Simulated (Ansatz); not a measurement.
Dissociation curve of AlBe (anion, charge -1), lowest singlet found (which spin is the ground state isn't settled by this scan).

- RKS-PBE0 = restricted PBE0/aug-cc-pVDZ (Ansatz, a program for electronic structure)
- FCI = Ansatz with full CI/aug-cc-pVDZ, frozen core
- UKS-PBE0 = unrestricted PBE0/aug-cc-pVDZ (Ansatz)

Energies are in kcal/mol, each relative to the lowest point of its own curve between 1.89 and 2.47 Å, where full CI is lowest.

```tsv
R / Å	RKS-PBE0	FCI	UKS-PBE0
1.57	94.5	99.8	88.4
1.71	52.8	56.6	48.1
1.81	32.9	35.8	29.2
1.89	21.5	23.8	18.5
1.96	14.2	16.0	11.8
2.08	5.9	7.0	4.4
2.11	4.5	5.4	3.2
2.19	1.9	2.4	1.1
2.26	0.6	0.9	0.2
2.35	0.0	0.0	0.0
2.47	0.6	0.2	1.0
```

At the longest distance, 2.47 Å, UKS-PBE0 lies highest above its minimum (1.0 kcal/mol) and FCI lowest (0.2 kcal/mol).

The scan ran from 1.57 to 7.37 Å; beyond the distances shown full CI changes its symmetry label. The restricted form behind RKS-PBE0 keeps the bonding electrons paired and can't separate into open-shell fragments. Where the anion isn't bound against loss of the electron, the finite basis alone holds it. The unrestricted determinant behind UKS-PBE0 is spin-contaminated at 1.57 to 2.47 Å (<S²> up to 1.3, against 0.00 for a pure singlet).
